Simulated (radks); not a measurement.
Results of a calculation; reference values are marked as such.
Problem. Species: neutral caesium. Configuration: [Xe] 6s1. Level of theory: Dirac Kohn-Sham, revPBE, spin-unpolarised, spherical densities, point nucleus (a radial shooting solver on a logarithmic mesh with Libxc functionals). Some entries of the table are withheld. Estimate them.

| orbital | occ. | eigenvalue (Ry) | <r> (bohr) |
|---|---|---|---|
| 1s1/2 | 2 | -2629.276 | 0.02611 |
| 2s1/2 | 2 | -412.2743 | 0.1117 |
| 2p1/2 | 2 | -387.8062 | 0.09403 |
| 2p3/2 | 4 | -361.9165 | 0.09992 |
| 3s1/2 | 2 | -85.71448 | 0.2986 |
| 3p1/2 | 2 | -75.50325 | 0.2887 |
| 3p3/2 | 4 | -70.54113 | 0.3004 |
| 3d3/2 | 4 | -52.62139 | (1) |
| 3d5/2 | 6 | -51.56803 | (2) |
| 4s1/2 | 2 | -16.17739 | 0.6947 |
| 4p1/2 | 2 | -12.51405 | 0.7207 |
| 4p3/2 | 4 | -11.50307 | 0.7481 |
| 4d3/2 | 4 | -5.55085 | 0.8306 |
| 4d5/2 | 6 | -5.38305 | 0.8410 |
| 5s1/2 | 2 | -1.96216 | 1.743 |
| 5p1/2 | 2 | -1.07681 | (3) |
| 5p3/2 | 4 | -0.95740 | (4) |
| 6s1/2 | 1 | -0.14906 | 5.785 |

Solution. 
(1) 3d3/2 <r> (bohr): 0.2714
(2) 3d5/2 <r> (bohr): 0.2751
(3) 5p1/2 <r> (bohr): 2.020
(4) 5p3/2 <r> (bohr): 2.116
